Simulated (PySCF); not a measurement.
Species: C3H11FOSi2.
Cartesian coordinates in Å at the PBE0-D3(BJ)/def2-SVP level; atoms count from 1:
```xyz
18
C3H11FOSi2 angstrom
C     -2.5631   -0.7040   -0.8338
C     -1.2827   -0.9369   -0.0474
C     -0.7330    0.3252    0.5875
F     -0.5371    1.2964   -0.4080
Si     0.9751    0.1284    1.4016
O      2.0537   -0.2023    0.1868
Si     2.4314    0.3424   -1.3411
H     -3.3664   -0.3206   -0.1843
H     -2.3960    0.0349   -1.6306
H     -2.9206   -1.6342   -1.2995
H     -1.4514   -1.6696    0.7609
H     -0.5117   -1.3771   -0.7030
H     -1.4755    0.7390    1.2962
H      1.3399    1.4011    2.0909
H      0.9759   -1.0013    2.3747
H      3.7934   -0.1632   -1.6733
H      1.4568   -0.1914   -2.3372
H      2.4281    1.8339   -1.3857
```

Computed with PySCF at CAM-B3LYP/def2-SVPD, non-relativistic, on one gas-phase PBE0-D3(BJ)/def2-SVP geometry that isn't relaxed in the solvent. The solvent is an IEF-PCM continuum (Bondi radii, 1.10 Å for H, scaled by 1.2), and excitations are vertical TDDFT with non-equilibrium linear response and a frozen core. Specific hydrogen bonds and non-electrostatic terms are outside this model.

Gas-phase singlets (H = HOMO, L = LUMO):

| state | E (eV) | λ (nm) | f | leading configurations |
| --- | --- | --- | --- | --- |
| S1 | 7.058 | 176 | 0.003 | H→L 88% |
| S2 | 7.466 | 166 | 0.000 | H-1→L 90% |
| S3 | 7.861 | 158 | 0.011 | H→L+1 39%, H-2→L 23%, H→L+2 20% |
| S4 | 7.905 | 157 | 0.015 | H→L+1 35%, H-2→L 24%, H→L+5 13% |
| S5 | 8.284 | 150 | 0.003 | H-4→L 16%, H-3→L 14%, H-1→L+2 13% |

Question: What are the lowest 5 singlets in benzene (ε = 2.271)?

Answer: 
| state | E (eV) | λ (nm) | f | leading configurations | change by rank (eV) |
| --- | --- | --- | --- | --- | --- |
| S1 | 7.050 | 176 | 0.003 | H→L 87% | -0.008 |
| S2 | 7.465 | 166 | 0.001 | H-1→L 89% | -0.001 |
| S3 | 7.874 | 157 | 0.006 | H-2→L 42%, H→L+4 12%, H→L+3 11% | +0.013 |
| S4 | 7.907 | 157 | 0.027 | H→L+1 62%, H→L+2 21% | +0.002 |
| S5 | 8.273 | 150 | 0.013 | H-4→L 14%, H-1→L+2 12%, H→L+3 9% | -0.011 |

Question: How do the frontier levels move from gas to benzene?

Answer: 
| orbital | gas (eV) | solvent (eV) | change (eV) |
| --- | --- | --- | --- |
| LUMO+2 | 1.54 | 1.63 | +0.09 |
| LUMO+1 | 1.19 | 1.28 | +0.09 |
| LUMO | 0.82 | 0.87 | +0.05 |
| HOMO | -9.52 | -9.45 | +0.07 |
| HOMO-1 | -10.11 | -10.08 | +0.03 |
| HOMO-2 | -10.64 | -10.60 | +0.04 |
| HOMO-3 | -10.96 | -10.87 | +0.09 |

The HOMO–LUMO gap goes from 10.34 to 10.32 eV.

The run took 98 s of wall time on one thread of an Arm Neoverse N1, shared host with 64 logical CPUs at a one-minute load of 57, and the process peaked at 1.2 GiB of memory. This is the whole response run at CAM-B3LYP/def2-SVPD in benzene, SCF included.
